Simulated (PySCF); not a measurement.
**Electron correlation in Rb²⁺ (rubidium, charge +2)**

[Ar] 3d10 4s2 4p5, 2P determinant. All numbers are calculated (PySCF 2.14, the spin-free X2C one-electron Hamiltonian (Gaussian nucleus), in jorge-DZP-DKH (8s6p2d, 36 functions)). Frozen: [Ar] 3d10 4s2; 5 electrons correlated.

Total MP2 correlation energy: -42.67 mhartree.

Same-spin part -13.20 and opposite-spin part -29.47 mhartree; SCS-MP2 scales them by 1/3 and 6/5 to -39.77 mhartree.

```csv
level,correlation energy (mhartree)
CCSD,-49.49
(T),-0.02
CCSD(T),-49.51
```

Diagnostics: T1 = 0.00029, D1 = 0.0005, largest double amplitude 0.034.

Cost of the coupled-cluster step: 0.08 s of wall time on 1 thread of AMD EPYC 9R45 96-Core Processor (shared host), for 5 correlated electrons.
